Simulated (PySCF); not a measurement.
**Unknown compound**

An unknown has the formula C5H7P3. Its calculated NMR data are:

1H NMR (400 MHz, computed): δ 11.03 (m, 2H), 3.67 (m, 2H), 1.39 (t, 3H).

13C{1H} NMR (computed): δ 221.2 (C), 188.8 (CH, 2C), 42.2 (CH2), 31.7 (CH3).

[PySCF 2.14: PBE0/pcSseg-1 with gauge-including orbitals; geometry from GFN2-xTB; non-relativistic; equivalent nuclei averaged; one conformer; no solvent model]

δ = σ(ref) − σ, references computed at the same level: TMS for 1H, 13C.

Problem. What is the structure?

Solution. 
4 carbon signals for 5 carbons: some carbons are equivalent by symmetry or fast rotation. Carbon types of the structure: 1 × C, 2 × CH, 1 × CH2, 1 × CH3, which accounts for all hydrogens. δC 221.2: substituted aromatic carbon. δC 188.8: aromatic CH. δC 42.2: sp3 CH2 on an aromatic ring; aliphatic region, no heteroatom directly attached. δC 31.7: methyl carbon; a saturated carbon with 1 carbon neighbour and no heteroatom attached. δH 11.03: hydrogen on an aromatic CH; ring-current deshielding. δH 3.67: hydrogen on an sp3 CH2 on an aromatic ring. δH 1.39: hydrogen on a methyl carbon.

The compound is `CCC1=PC=PC=P1`.

The shifts were computed for this structure.

Splittings by 31P in the carbon and heteronuclear signals aren't shown, as no couplings were computed. Shifts are as computed. Against solution values, carbons near 30 ppm lie about +3 ppm off and those near 130 ppm about +5 ppm. Of 1211 compounds with measured shifts, 218 miss one by over three times the rms of a fit or turn the order of signals round; such compounds aren't used in these exercises. Multiplicities follow the n + 1 count of equivalent neighbours, as no J values were calculated; m marks all less simple cases, F and P coupling included.
